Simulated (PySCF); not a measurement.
**Computed NMR parameters against published values**

Bonds (- single, = double, # triple, : aromatic): C1:C2, C2:C3, C3:C4, C4-C5, C5-C6, C6-C7, C4:C8, C8:C9, C9:C1, C7-C5. C1 carries H10; C2 carries H11; C3 carries H12; C5 carries H13; C6 carries H14, H15; C7 carries H16, H17; C8 carries H18; C9 carries H19. H15, H16 are cis to C4 on the ring; H14, H17 are trans to C4 on the ring.

Published estimates (parent shift plus substituent increments) and measurements: δ $^{13}$C C2/C9 127.9; C3/C8 125.2; C1 124.9 ppm (estimated from measurements, as parent shift plus tabulated substituent increment; solution, not stated per compound (mostly CDCl3 or CCl4); Pretsch, Buehlmann, Badertscher, Structure Determination of Organic Compounds, 4th ed. (2009)).
δ $^{13}$C C5 15.3; C6/C7 9.2; δ $^{1}$H H13 1.83 ppm (measured; solution, not stated per compound (mostly CDCl3 or CCl4); Pretsch, Buehlmann, Badertscher, Structure Determination of Organic Compounds, 4th ed. (2009)).

All values are calculated (PySCF 2.14): NMR shieldings at PBE0/pcSseg-1/GIAO, GFN2-xTB geometry. Fast rotation and ring inversion assumed for equivalent nuclei, relativity neglected, one conformer, gas phase.

Task: What does the calculation give, and how does it compare?

Result: 
Reference values: estimated from measurements, as parent shift plus tabulated substituent increment (solution, not stated per compound (mostly CDCl3 or CCl4); Pretsch, Buehlmann, Badertscher, Structure Determination of Organic Compounds, 4th ed. (2009)).
```tsv
atoms	quantity	reference	computed	computed, scaled
C2/C9	δ $^{13}$C	127.9	133.9	128.3
C3/C8	δ $^{13}$C	125.2	129.6	124.1
C1	δ $^{13}$C	124.9	130.6	125.1
```

Reference values: measured (solution, not stated per compound (mostly CDCl3 or CCl4); Pretsch, Buehlmann, Badertscher, Structure Determination of Organic Compounds, 4th ed. (2009)).
```csv
atoms,quantity,reference,computed,"computed, scaled"
C5,δ $^{13}$C,15.3,19.0,16.3
C6/C7,δ $^{13}$C,9.2,14.6,12.1
H13,δ $^{1}$H,1.83,1.71,1.70
```

Computed shifts are σ(ref) − σ with the named reference compound (TMS for H and C) calculated as an isolated molecule at the same level. The measured values may be among those fitted. Scaled to experiment by linear calibration (H and C: mostly CDCl3 data, vs TMS): $^{13}$C (scatter 2.1 ppm rms, 2.3 ppm with the 13 outliers that the fit left out); $^{1}$H (scatter 0.17 ppm rms, 0.18 ppm with the 4 outliers that the fit left out). A few per cent of atoms miss by over 2 rms, more outside the fitted compound classes.

Task: How far are the unscaled $^{13}$C shifts from the references?

Result: Mean signed difference +5.04 ppm, mean absolute 5.04 ppm over 5 comparisons; the largest is +6.0 ppm at C2/C9 (aromatic CH).

6 of the 8 published NMR values on file for this molecule are compared.

The carbons averaged at δ 129.6 differ by 9 ppm in this conformer.
